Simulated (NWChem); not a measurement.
Molecule: CH4BFO2; SMILES OCB(O)F

```xyz
9

O      0.1177     1.9500     0.1633
C     -0.7302     0.8598    -0.1048
B     -0.0417    -0.5504     0.0059
O     -0.7564    -1.6891     0.0648
F      1.2991    -0.6159     0.0005
H      0.9865     1.7423    -0.1954
H     -1.2031     0.9309    -1.1110
H     -1.5783     0.9007     0.6000
H     -0.2051    -2.4798     0.0924
```
Atoms are numbered in this order, from 1.

Program: NWChem. Pople sets run with spherical d functions. Coordinates come from a PBE0/def2-SVP optimisation. B3LYP is NWChem's, with the RPA form of VWN correlation. GIAO values for the isolated, static molecule; σ is the absolute isotropic shielding, δ = σ(reference) − σ with the isolated reference molecule computed at the same levels (11B: boron trifluoride, 13C: tetramethylsilane, 1H: tetramethylsilane, 17O: water).

For level B3LYP/6-311G**:

```
Item        Result
----------  ------
δ O1 (ppm)    -1.1
δ C2 (ppm)    50.6
δ H6 (ppm)   -0.58
δ H7 (ppm)    3.49
```

Question: Estimate the same quantities for level Hartree-Fock/6-31G*.

Answer: 
| Quantity | Result |
|---|---|
| δ O1 (ppm) | -30.8 |
| δ C2 (ppm) | 42.5 |
| δ H6 (ppm) | 0.16 |
| δ H7 (ppm) | 3.17 |
